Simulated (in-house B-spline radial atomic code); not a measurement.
The numbers below are computed, except where a source is named.
**Making a Troullier-Martins p channel for B, r_c = 2.05 bohr**

B, [He] 2s2 2p1, non-relativistic PBE, spherical and spin-unpolarised, from a B-spline radial code for spherical atoms (atomic units). The all-electron 2p level is ε = -0.132618 hartree and its outer maximum at 1.57 bohr.

Inside r_c the pseudo-orbital is u(r) = r^2 exp(p(r)), with p = c0 + c2 r² + c4 r⁴ + … + c12 r¹². The seven coefficients follow from p and its first four derivatives at r_c, from zero curvature of the screened potential at the origin, c4 = −c2²/(2l + 5), and from the norm inside r_c. At r_c the all-electron orbital has P = 0.5950672, P' = -0.1196855, the screened potential V = -0.5013356, V' = 0.4899231, V'' = -0.6405669, and the norm inside is Q = 0.5010715.

Problem. What are p, p' and p'' at r_c?

Solution. p = ln(P/r_c^2) = ln(0.5950672/4.2025) = -1.95476. p' = P'/P − 2/r_c = -0.20113 − 0.97561 = -1.17674. The radial equation gives p'' = 2(V − ε) − 2(2) p'/r_c − p'² = -0.73744 − (-2.29608) − 1.38471 = 0.17393. Differentiating, p''' = 2V' + 2(2)p'/r_c² − 2(2)p''/r_c − 2p'p'' = -0.070228, and p'''' = 2V'' − 4(2)p'/r_c³ + 4(2)p''/r_c² − 2(2)p'''/r_c − 2p''² − 2p'p''' = 0.053926.

For a trial c2 the five matching conditions are linear in c0, c6, c8, c10 and c12, and c2 is varied until the norm inside r_c equals Q. The root nearest zero gives:

```json
{"n": "0", "c_n": "0.1516295"}
{"n": "2", "c_n": "-0.7191087"}
{"n": "4", "c_n": "-0.07387389"}
{"n": "6", "c_n": "0.09638514"}
{"n": "8", "c_n": "-0.02752296"}
{"n": "10", "c_n": "0.003513141"}
{"n": "12", "c_n": "-0.000173131"}
```

Problem. Check c4 and p(r_c), and find the screened pseudopotential at the origin.

Solution. −c2²/7 = -0.0738739, as listed. The terms c_n r_c^n are 0.15163, -3.02205, -1.30469, 7.15374, -8.58472, 4.60505, -0.95372, which sum to -1.95476. Inverting the radial equation, V_l(r) = ε + 2 p'/r + (p'' + p'²)/2, so V_l(0) = ε + (2l + 3) c2 = -0.132618 + 5 × (-0.719109) = -3.7282 hartree, finite where the all-electron potential diverges.

Orbitals and screened potentials:

```json
{"r (bohr)": "0.205", "P": "0.09027", "u": "0.04744", "V all-electron": "-17.88", "V pseudo": "-3.723"}
{"r (bohr)": "0.512", "P": "0.3108", "u": "0.2518", "V all-electron": "-5.04", "V pseudo": "-3.554"}
{"r (bohr)": "0.82", "P": "0.4793", "u": "0.478", "V all-electron": "-2.293", "V pseudo": "-2.878"}
{"r (bohr)": "1.128", "P": "0.5809", "u": "0.6037", "V all-electron": "-1.467", "V pseudo": "-1.791"}
{"r (bohr)": "1.435", "P": "0.6233", "u": "0.6335", "V all-electron": "-0.9824", "V pseudo": "-0.9146"}
{"r (bohr)": "1.742", "P": "0.6227", "u": "0.6235", "V all-electron": "-0.6889", "V pseudo": "-0.6065"}
{"r (bohr)": "2.05", "P": "0.5951", "u": "0.5951", "V all-electron": "-0.5013", "V pseudo": "-0.5013"}
```

Logarithmic derivatives P'/P at R = 2.35 bohr, for energies E around ε:

| E − ε (hartree) | all-electron | pseudo |
| --- | --- | --- |
| -0.5 | 0.790538 | 0.794872 |
| -0.25 | 0.400688 | 0.403131 |
| -0.1 | 0.0537312 | 0.0544599 |
| 0 | -0.276434 | -0.276419 |
| 0.1 | -0.766137 | -0.763984 |
| 0.25 | -2.3547 | -2.30626 |
| 0.5 | 10.4934 | 13.1222 |

Problem. With P(R) = 0.5535361 and a norm of 0.6003475 inside R, what slope in energy does norm conservation fix?

Solution. d(P'/P)/dE = −2 × (norm inside R)/P(R)² = -3.9187 per hartree·bohr at E = ε, for both atoms, since orbital and norm agree at R. Differences over ±0.1 hartree give -4.0993 (all-electron) and -4.0922 (pseudo), which also hold third-order terms. Half a hartree below ε the two curves differ by +0.0043.
